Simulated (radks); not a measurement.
Numerical settings for the osmium ion Os2+, [Xe] 4f14 5d6. Method: non-relativistic Kohn-Sham, PBEsol, spin-unpolarised, spherical densities, point nucleus; relativity is left out, which matters for an element this heavy; computed with a radial shooting solver on a logarithmic mesh with Libxc functionals. The defaults (mesh step 0.008 in ln r, mesh end at 40 bohr or more with all orbitals vanishing there, Anderson mixing 0.5 over 9 steps, residual threshold near 1e-9 with the energy settled to 1e-9 hartree or 1e-11 of itself, here a cap of 86 iterations) give E = -16289.2495 hartree and 5d at -23.637 eV in 14 iterations. Times are rough (one thread of a shared host). One setting is changed at a time: mesh step in ln r 0.005; mesh step in ln r 0.02; mesh step in ln r 0.003; mesh end (bohr) 3; mesh end (bohr) 12; residual threshold 1e-16; residual threshold 0.1; mixing 1; linear mixing, mixing 0.8; linear mixing, mixing 1; mixing history 2; iteration cap 3. Which runs fail to converge, and which converge to a wrong energy?

Answer. Not converged within the cap: residual threshold 1e-16; linear mixing, mixing 0.8; linear mixing, mixing 1; iteration cap 3. Settings that end as converged yet miss the energy by more than 1 mhartree: mesh end (bohr) 3 (+0.678 hartree).
